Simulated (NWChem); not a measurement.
Species: sulfur trioxide (SO$_{3}$); SMILES S(=O)(=O)=O

Results from NWChem. Pople sets run with spherical d functions. Level B3LYP/6-31G*: optimisations from one semi-empirical or force-field start; each run changes one setting, and all end within 0.3 mHa of each other.

```json
[
 {"setting": "redundant internal coordinates, default thresholds", "optimisation steps": "2"},
 {"setting": "tight thresholds", "optimisation steps": "4"},
 {"setting": "Cartesian coordinates", "optimisation steps": "2"},
 {"setting": "loose thresholds", "optimisation steps": "2"}
]
```
